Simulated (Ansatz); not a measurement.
A trace of molecular dynamics of CH5ClOSn (9 atoms, charge 0, multiplicity 1).

Theory: RKS B3LYP-D4/def2-SVP (Ansatz).

| Property | Result |
| --- | --- |
| ensemble | NVT, Langevin thermostat |
| set temperature | 500 K |
| friction | 0.001 /fs |
| seed | 114260 |

```json
{"time (fs)": "0", "T (K)": "444", "potential energy less start (eV)": "0.000"}
{"time (fs)": "6", "T (K)": "561", "potential energy less start (eV)": "0.746"}
{"time (fs)": "12", "T (K)": "144", "potential energy less start (eV)": "4.326"}
{"time (fs)": "18", "T (K)": "589", "potential energy less start (eV)": "1.547"}
{"time (fs)": "24", "T (K)": "1995", "potential energy less start (eV)": "7.392"}
{"time (fs)": "30", "T (K)": "1478", "potential energy less start (eV)": "7.746"}
{"time (fs)": "36", "T (K)": "142358", "potential energy less start (eV)": "14.355"}
{"time (fs)": "42", "T (K)": "139496", "potential energy less start (eV)": "15.446"}
{"time (fs)": "48", "T (K)": "137443", "potential energy less start (eV)": "17.194"}
{"time (fs)": "54", "T (K)": "136877", "potential energy less start (eV)": "15.400"}
{"time (fs)": "60", "T (K)": "135258", "potential energy less start (eV)": "16.043"}
{"time (fs)": "66", "T (K)": "133178", "potential energy less start (eV)": "16.572"}
{"time (fs)": "72", "T (K)": "131539", "potential energy less start (eV)": "17.409"}
{"time (fs)": "78", "T (K)": "132032", "potential energy less start (eV)": "15.394"}
{"time (fs)": "84", "T (K)": "134333", "potential energy less start (eV)": "20.074"}
{"time (fs)": "90", "T (K)": "131740", "potential energy less start (eV)": "21.595"}
{"time (fs)": "96", "T (K)": "130623", "potential energy less start (eV)": "21.689"}
{"time (fs)": "102", "T (K)": "128983", "potential energy less start (eV)": "22.110"}
{"time (fs)": "108", "T (K)": "127044", "potential energy less start (eV)": "22.529"}
{"time (fs)": "114", "T (K)": "125820", "potential energy less start (eV)": "22.590"}
{"time (fs)": "120", "T (K)": "124719", "potential energy less start (eV)": "21.823"}
```

Task: Can this run be trusted? Judge the integration.

Result: The temperature shot up to 140000 K, far beyond the bath's, so the integration failed: the time step of 3 fs is too long for the fastest motions that this run met, and the later frames carry no physical meaning.

The run took 4 min on 2 threads of Arm Neoverse V1 (shared host), peak memory 0.29 GiB.
